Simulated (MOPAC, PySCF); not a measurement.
H14F2Ge7, SMILES `[GeH2]([GeH2][GeH2][GeH2][GeH2][F])[GeH2][GeH2][F]`, neutral singlet in the gas phase. 

Cartesian coordinates (Å):
SMILES: [GeH2]([GeH2][GeH2][GeH2][GeH2][F])[GeH2][GeH2][F]
```xyz
23

F     -5.8241    -2.2320    -1.7358
Ge    -5.5756    -1.4359    -0.1740
Ge    -3.9371     0.3451    -0.4753
Ge    -3.5320     1.5192     1.6301
Ge    -1.8601     3.2804     1.3668
Ge    -1.5080     4.5170     3.4438
Ge     0.2007     6.2440     3.1738
Ge     0.4657     7.5409     5.2221
F      1.7243     8.7564     4.9489
H     -6.9698    -0.9019     0.2598
H     -5.0828    -2.5456     0.7972
H     -2.6048    -0.2610    -0.9930
H     -4.4588     1.3542    -1.5336
H     -4.8641     2.1399     2.1388
H     -3.0486     0.5046     2.7051
H     -0.5160     2.6477     0.9088
H     -2.3214     4.2668     0.2572
H     -2.8462     5.1756     3.8846
H     -1.0769     3.5347     4.5696
H      1.5527     5.5752     2.8061
H     -0.2061     7.1928     2.0140
H     -0.8178     8.3328     5.6001
H      0.9564     6.6800     6.4203
```
Charge 0, multiplicity 1.

All levels are single points at this geometry (PBE-D3(BJ)/def2-SVP); Pople sets use spherical d functions. Orbital energies aren't observables, and empty levels follow the basis.

M06-2X/6-31G* in PySCF gives dipole (D) = 2.04.

Q: Estimate the dipole (D) from each of these levels: PBE-D3(BJ)/def2-TZVP in PySCF; PBE0-D3(BJ)/def2-TZVP in PySCF; B3LYP/6-31G* in PySCF; B3LYP/LANL2DZ in PySCF; BP86/6-31G* in PySCF; PBE/6-31G* in PySCF; SVWN5/6-31G* in PySCF; HF/3-21G in PySCF; HF/6-31G* in PySCF; AM1 in MOPAC; PM3 in MOPAC; PM7 in MOPAC.

A: 
```csv
level,dipole (D)
PBE-D3(BJ)/def2-TZVP in PySCF,1.79
PBE0-D3(BJ)/def2-TZVP in PySCF,1.95
B3LYP/6-31G* in PySCF,1.95
B3LYP/LANL2DZ in PySCF,2.65
BP86/6-31G* in PySCF,1.81
PBE/6-31G* in PySCF,1.81
SVWN5/6-31G* in PySCF,1.92
HF/3-21G in PySCF,2.39
HF/6-31G* in PySCF,2.32
AM1 in MOPAC,5.39
PM3 in MOPAC,2.33
PM7 in MOPAC,4.27
```
